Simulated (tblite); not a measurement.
A tight-binding relaxation on `C[C@@]1(F)C[C@H](F)C[CH2][GeH2]1`.

Computed with GFN2-xTB geometry optimisation, gas phase (tblite 0.8.0). Start geometry: from a force field or distance geometry. A driver script takes a list of jobs; this job's settings line and coordinates (Å) are shown.

Command:
```bash
OMP_NUM_THREADS=1 python probes_run.py task.json out
```

Input:
```
{"job": {"kind": "relax", "xc": "GFN2-xTB", "basis": "xTB"}, "charge": 0, "multiplicity": 1}
C      2.513200     0.037300     0.541900
C      1.169000    -0.079900    -0.209700
F      1.443600    -0.359700    -1.529100
C      0.314100    -1.206700     0.394800
C     -1.080800    -1.361600    -0.236900
F     -0.973300    -1.554100    -1.614200
C     -2.016500    -0.170600     0.054400
C     -1.586300     1.129200    -0.628200
Ge     0.211700     1.598400    -0.085200
H      2.330800     0.275200     1.619700
H      3.115700     0.846600     0.089800
H      3.069900    -0.914500     0.472900
H      0.851500    -2.176100     0.289400
H      0.193200    -1.049500     1.493800
H     -1.553600    -2.263500     0.184200
H     -3.043400    -0.432300    -0.276200
H     -2.071700    -0.006700     1.160000
H     -1.617500     0.991600    -1.735400
H     -2.286900     1.948200    -0.347400
H      0.824700     2.666000    -1.026800
H      0.183600     2.099400     1.387600
```

Output:
```
step      E/eV     max force
  0    -825.82983    1.635
  1    -825.95846    0.667
  2    -826.00920    0.342
  3    -826.02108    0.312
  4    -826.03599    0.218
  5    -826.04177    0.186
  6    -826.04972    0.205
  7    -826.05603    0.216
  8    -826.06072    0.143
  9    -826.06317    0.106
... (38 lines left out)
 48    -826.08371    0.019
 49    -826.08380    0.025
 50    -826.08389    0.026
 51    -826.08396    0.017
 52    -826.08400    0.013
 53    -826.08404    0.017
 54    -826.08408    0.020
 55    -826.08413    0.015
 56    -826.08416    0.012
 57    -826.08418    0.008
```

«max force» is the largest atomic force in eV/Å.

**Question.** From which step on does the largest force stay under 0.1 eV/Å, and how much energy is left to gain from there?

**Answer.** From step 22 (0.074 eV/Å), 4.4 meV above the end.

Main results: energy lowered by 5.9 kcal/mol over 57 steps; largest atomic force 0.008 eV/Å at the end.

**Question.** Where do the atoms end?

**Answer.** 0.098 Å rms from the input after alignment:
```
atom  x, y, z in Å
C1     2.5170   -0.0120    0.5973
C2     1.1841   -0.0534   -0.1309
F3     1.4655   -0.2575   -1.4896
C4     0.3357   -1.2214    0.3625
C5    -1.0799   -1.3221   -0.2129
F6    -1.0141   -1.4772   -1.5826
C7    -2.0170   -0.1545    0.1003
C8    -1.6428    1.1185   -0.6552
Ge9    0.1698    1.6689   -0.1133
H10    2.3563    0.2248    1.6465
H11    3.1471    0.7583    0.1568
H12    3.0308   -0.9694    0.5186
H13    0.8603   -2.1514    0.1217
H14    0.2508   -1.1461    1.4484
H15   -1.5308   -2.2528    0.1642
H16   -3.0322   -0.4531   -0.1751
H17   -1.9979    0.0172    1.1796
H18   -1.6475    0.9146   -1.7264
H19   -2.3863    1.8923   -0.4650
H20    0.8386    2.6506   -1.0300
H21    0.1835    2.2428    1.2846
```

On one thread of an Arm Neoverse V1, shared host, this took 0.49 s wall.
Labels such as C1 count atoms from 1, the log's own numbers from 0.
